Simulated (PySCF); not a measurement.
Electric properties by functional and basis

C2H7Ge2N.
Bonds: N1–C2 (triple), C2–Ge3, Ge3–C4, C4–Ge5. Hydrogens: H6, H7 on Ge3; H8, H9 on C4; H10, H11, H12 on Ge5.

PySCF, dipoles from the SCF density, polarisabilities from static response with core orbitals frozen. Isolated species at its PBE0-D3(BJ)/def2-SVP geometry (one conformer only). Relativistic effects, spin–orbit coupling among them, are left out although an element past zinc is present.

The anisotropy is √(½[(α1 − α2)² + (α2 − α3)² + (α3 − α1)²]).

```
              level  μ (D)  α (Å³)  anisotropy (Å³)
      LDA/def2-SVPD  4.318   13.81             3.51
      PBE/def2-SVPD  4.199   13.52             3.43
    B3LYP/def2-SVPD  4.294   13.16             3.19
     PBE0/def2-SVPD  4.284   13.03             3.15
BHandHLYP/def2-SVPD  4.381   12.68             2.93
CAM-B3LYP/def2-SVPD  4.342   12.95             3.00
  wB97X-D/def2-SVPD  4.317   12.94             2.98
  LC-wPBE/def2-SVPD  4.324   12.61             2.84
       HF/def2-SVPD  4.463   12.18             2.64
   PBE0/aug-cc-pVDZ  4.311   13.25             3.21
    PBE0/def2-TZVPD  4.301   13.22             3.21
```

The dipole runs from 4.20 D (PBE/def2-SVPD) to 4.46 D (HF/def2-SVPD). No reference polarisability is at hand; against PBE0 in the largest diffuse basis at hand (def2-TZVPD) the other PBE0 rows deviate by def2-SVPD -1%, aug-cc-pVDZ 0%. In one basis (def2-SVPD) the functionals order the polarisability from HF (lowest) to LDA (highest), a spread of 13%.
